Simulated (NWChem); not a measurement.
Species: BeH₂Se; SMILES [BeH][SeH]

```xyz
4

Be     0.0181    -1.7547     0.0000
H      0.0248    -3.0813     0.0000
Se     0.0396     0.2879     0.0000
H     -1.4443     0.3107     0.0000
```
Atoms are numbered in this order, from 1.

The geometry was optimised at B3LYP/6-31G* (spherical d).

Symmetry labels are those of Cs in the frame above (b1 and b2, or b-type labels, depend on it).

Q: List the 4 lowest vertical singlet excitations from LDA (Slater exchange, VWN5)/aug-cc-pVDZ, TDA (NWChem).

A: 
```
state  energy (eV)  oscillator strength  symmetry  leading excitation (squared amplitude)
-----  -----------  -------------------  --------  --------------------------------------
S1            4.37                0.000        a"                      HOMO → LUMO (0.99)
S2            5.36                0.058        a"                    HOMO → LUMO+2 (0.99)
S3            5.54                0.069        a'                    HOMO → LUMO+1 (0.63)
S4            5.78                0.046        a'                    HOMO−1 → LUMO (0.68)
```
